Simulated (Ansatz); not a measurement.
H4SSiTe, SMILES `S[SiH2][TeH]`, relaxed with RKS PBE0-D4/def2-TZVP in Ansatz from a PBE-D4/def2-SVP geometry. The force threshold is 0.005 eV/Å; the program also tests the step.

The species carries charge 0 and has multiplicity 1. Te takes the def2 core potential.

Start:

```xyz
7

S     0.572   -1.619   -1.339
Si   -0.465   -0.360    0.075
Te    1.208    1.006    1.391
H     1.207   -0.581   -1.954
H    -1.430    0.603   -0.562
H    -1.221   -1.344    0.921
H     0.130    2.296    1.468
```

(1) How much energy does the relaxation release, and in how many steps? (Estimate.)

(2) Which bonds change most? (Estimate.)

(3) Give the relaxed structure. (Best estimate.)

Answers

(1) Ansatz gave: 0.68 kcal/mol, in 9 steps.

(2) The calculation gave: Si2–Te3 from 2.529 to 2.496 Å; S1–Si2 from 2.158 to 2.132 Å; Te3–H7 from 1.683 to 1.659 Å; Si2–H5 from 1.505 to 1.484 Å.

(3) Ansatz gave: 
```xyz
7

S     0.566   -1.608   -1.314
Si   -0.458   -0.346    0.065
Te    1.205    1.016    1.334
H     1.189   -0.596   -1.943
H    -1.407    0.587   -0.591
H    -1.203   -1.297    0.925
H     0.108    2.245    1.525
```
